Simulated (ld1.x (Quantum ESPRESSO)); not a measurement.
**What one change does to a pseudopotential (platinum, TM)**

| Item | Value |
| --- | --- |
| Element | Pt (Z = 78) |
| Generator | ld1.x (Quantum ESPRESSO) 7.5 |
| Type | norm-conserving Troullier–Martins (Kleinman–Bylander form) |
| Functional | PBEsol |
| Relativity | scalar-relativistic |
| Frozen core | [Xe] 4f14 |
| Valence charge | 10 |
| Reference configuration | 5d9 6s0.5 6p0 (charge +0.5) |
| Partial waves | 6s (bound): rc 2.50 bohr; 6p (bound, empty): rc 2.90 bohr; 5d (bound): rc 2.05 bohr |
| Local potential | all-electron potential smoothed inside 1.65 bohr (lloc = -2) |
| Core correction | Bessel-smoothed model core inside 1.35 bohr |

Change: local potential the d channel.

Cutoffs: the cutoffs (Ry, on a coarse ladder) from which the occupation-weighted sum of valence levels, in a spherical-Bessel basis at the reference potential, stays within 10 and 1 mRy of its value at 400 Ry; they do not see the model core or the augmentation charge, which bear on the density cutoff. Errors are all-electron minus pseudo energies relative to the spin-unpolarised reference configuration.

Q: Predict the effect on cutoff, ghosts and configuration errors.

A: The potential gets neither clearly harder nor softer (40 Ry and 50 Ry → 40 Ry and 50 Ry); the bound ghosts move from s to p, s; the number of tests that count goes from 6 to 7; of the 6 tests that both files solve, the error grows in 0 and shrinks in 3 by more than 15 % and 0.3 meV (median size 20.1 → 19.3 meV); the range in which the s phases agree narrows (upper end at the end of the scan → 1.8); the range in which the p phases agree widens (upper end 0.5 → 3.4). In the separable form a ghost depends on how the local part lies against the semilocal potential of the channel, so the choice of the local part can create or remove one.

```csv
quantity,base,changed
"cutoff, loose",40 Ry,40 Ry
"cutoff, tight",50 Ry,50 Ry
loose cutoff by channel (10 mRy a level),"s 15 Ry, d 35 Ry","s 6 Ry, d 35 Ry"
bound ghosts,s,"s, p"
"tests counted (converged, no solver errors)",6 of 7,7 of 7
"error for 5d9 6s1 6p0, meV [ΔE -3.71 eV]",-1.8,-1.4
"error for 5d9 6s0 6p0, meV [ΔE 5.51 eV]",-5.9,-5.8
"error for 5d8 6s0 6p0, meV [ΔE 25.51 eV]",-34,-33
"error for 5d8 6s2 6p0, meV [ΔE -2.72 eV]",-79,-65
"error for 5d7 6s0 6p0, meV [ΔE 57.76 eV]",-200,-190
"error for 5d9.5 6s0.5 6p0, meV [ΔE -3.83 eV]",-5.5,-3.2
s: phases at 3.16 bohr within 0.05 rad from the reference energy up to (Ry; the scan ends near 5),to the end of the scan,1.8
p: phases at 3.16 bohr within 0.05 rad from the reference energy up to (Ry; the scan ends near 5),0.5,3.4
d: phases at 3.16 bohr within 0.05 rad from the reference energy up to (Ry; the scan ends near 5),to the end of the scan,to the end of the scan
```

Base: Tests not counted: 5d8 6s1 6p0 (solver errors, printed error -3.6 eV). A true bound ghost makes a file unfit for plane-wave use even where its test errors are small: the radial tests pick states by their node count and pass the ghost by. Where a test does run into it, the solver fails or the error is huge.
